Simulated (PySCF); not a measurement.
C₆H₁₁ClO₂Si.
SMILES with atom numbers: `[Cl:1][C@H:2]1[CH2:3][O:4][Si@H:5]([CH:6]2[CH2:7][CH2:8]2)[O:9][CH2:10]1`

Probes without a nucleus sit at each ring's centroid and 1 Å off its mean plane on both sides; NICS is minus the shielding there, NICSzz its component along the normal. Level: GIAO PBE0/pcSseg-1 (PySCF, non-relativistic, gas phase) on the GFN2-xTB geometry, one conformer.

Rings: 1. C2–C3–O4–Si5–O9–C10; 2. C6–C7–C8.

```
set  NICS(0)  NICS(1), two faces  NICS(1)zz, two faces
  P     -2.4         -2.1 / -0.6             3.9 / 2.8
  Q    -45.4         -9.7 / -8.5         -24.0 / -24.4
```

Q: Which set (ppm) belongs to which ring?

A: P = 1, Q = 2.
- 1 (6-membered ring with 2 O and Si; formal bonds all single): mean NICS(1)zz 3.3 ppm, deshielded. C2, C3, Si5, C10 have four or more neighbours; no verdict on aromaticity is drawn.
- 2 (3-membered carbocycle; formal bonds all single): mean NICS(1)zz -24.2 ppm, shielded. C6, C7, C8 have four or more neighbours, so the value isn't read as a sign of a π ring current.

Q: How do the rings differ in shape?

A: 
```json
{"ring": "1", "bond lengths (Å)": "1.524, 1.395, 1.638, 1.638, 1.395, 1.524", "rms pucker (Å)": "0.20", "HOMA": "–", "nearest outside atom to a NICS(1) probe (Å)": "hydrogen 1.36"}
{"ring": "2", "bond lengths (Å)": "1.502, 1.489, 1.502", "rms pucker (Å)": "0.00", "HOMA": "–", "nearest outside atom to a NICS(1) probe (Å)": "hydrogen 1.40"}
```

The run took 37 s wall on one thread, Intel Xeon 6975P-C (x86_64), shared host, and the process peaked at 1.1 GiB of memory. This is the whole shielding run at PBE0/pcSseg-1, SCF included.
